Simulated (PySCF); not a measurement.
Si(OH)3(SeH) (H4O3SeSi), SMILES O[Si](O)(O)[SeH]. Atoms are numbered in the order given.

```xyz
9

O     -1.0511     1.5892    -1.0251
Si    -0.7898     0.1669    -0.2318
O     -1.5984     0.2405     1.2001
O     -1.2982    -1.0016    -1.2881
Se     1.3334    -0.2621     0.4388
H     -1.0704     1.5310    -1.9851
H     -2.3467     0.8468     1.2071
H     -1.0619    -1.9043    -1.0530
H      1.7815    -0.5253    -0.9382
```

The structure is a stationary point at PBE0-D3(BJ)/def2-SVP. The values are those of a single conformer.

Vertical ionisation energy (IE) and electron affinity (EA) in eV. Rows of orbital energies are one-electron estimates. Where ΔSCF, EOM or ADC give a negative EA the extra electron is unbound and the value depends on the basis.

| level | IE | EA |
|---|---|---|
| −ε(HOMO), −ε(LUMO), HF/def2-TZVP (PySCF) | 9.80 | -3.04 |
| −ε(HOMO), −ε(LUMO), PBE/def2-TZVP (PySCF) | 5.96 | 0.74 |
